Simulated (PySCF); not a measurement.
Coordinates in bohr (charge -1 multiplicity 6):
```
Mn    0.0000    0.0000    0.0000
Cl    4.3631    0.0000    0.0000
Cl   -2.1816    3.7785    0.0000
Cl   -2.1815   -3.7786    0.0000
```

These are results of UPBE in PySCF with Mn def2-SVPD, Cl def2-SVPD; no relativity; density-fitted integrals, not measurements.

This geometry of MnCl₃⁻ is a stationary point at this level.

(1) What is the point group?

(2) Is it a minimum?

(3) Which band is strongest in the infrared?

(4) What are the dipole moment and the gap between the highest occupied and lowest empty levels of either spin?

(5) Give the ideal-gas entropy at 298.15 K and 1 bar by parts.

Answers

(1) D3h.

(2) Yes: all harmonic wavenumbers are real.

(3) 333 cm⁻¹ (e'), 227 km/mol.

(4) 0.00 D about the centre of mass and 2.30 eV.

(5) translation 172.1, rotation 106.8, vibration 63.6, spin 14.9; total 357.4 J/(mol K).

Other isomers or separated fragments may lie lower. Other spin states or occupations of the open shell can lie lower. The lowest empty level of this anion is unbound, so it and the gap depend on the basis.
